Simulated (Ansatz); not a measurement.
```yaml
crystal:
  periodic: [false, false, false]
  atoms:
    - {symbol: N, position_ang: [-0.018112, 0.762352, -0.957603]}
    - {symbol: C, position_ang: [-0.147086, -0.190125, -0.207451]}
    - {symbol: O, position_ang: [0.176956, -0.575310, 0.958384]}
    - {symbol: Br, position_ang: [-1.728697, -1.081180, -0.654634]}
    - {symbol: H, position_ang: [0.905461, 1.288409, -0.503573]}
    - {symbol: H, position_ang: [1.074973, -0.235214, 1.293084]}
basis:
  gaussian: {orbitals: def2-TZVPP}
magnetization: {spin_polarized: true, initial_magnetization: 1}
hamiltonian: {xc: {name: revPBE}}
```

```sh
$ ansatz run in.yaml --threads 2 --pin off --events-out ev --progress --plain --max-ram 4352MiB
```

Shortened log:

```
Error: a molecule whose nuclei and cores have a total charge of 58 cannot have a net charge of 0 together with 1 unpaired electrons
```

In this input the number of unpaired electrons doesn't fit the electron count. The program refused the input.
